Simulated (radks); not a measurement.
Results of a calculation; reference values are marked as such.
These are the eigenvalues of the occupied orbitals of an atom or ion with whole-number occupations (hartree). Code: a radial shooting solver on a logarithmic mesh with Libxc functionals. Model: Dirac Kohn-Sham, BLYP, spin-unpolarised, spherical densities, point nucleus.

orbital  eigenvalue
1s1/2     -163.6458
2s1/2     -19.40720
2p1/2     -16.37014
2p3/2     -16.19898
3s1/2      -3.78494
3p1/2      -2.98382
3p3/2      -2.96208
7f5/2      -0.16211
7f7/2      -0.16211

Which element is it, and in what charge state? The configuration may be excited. Open shells, if any, are shared by 2j + 1.

Answer. Z = 21, scandium, charge +3: Sc3+ in [Ne] 3s2 3p5 7f1. The list shows which subshells hold electrons but not how many an open one holds; the 1s level, -163.65 hartree, gives Z - s = 18.1 by -(Z - s)^2/2, which with screening and relativity narrows Z to a few neighbours, and the depths of the outer levels then fix element, charge and occupations together.
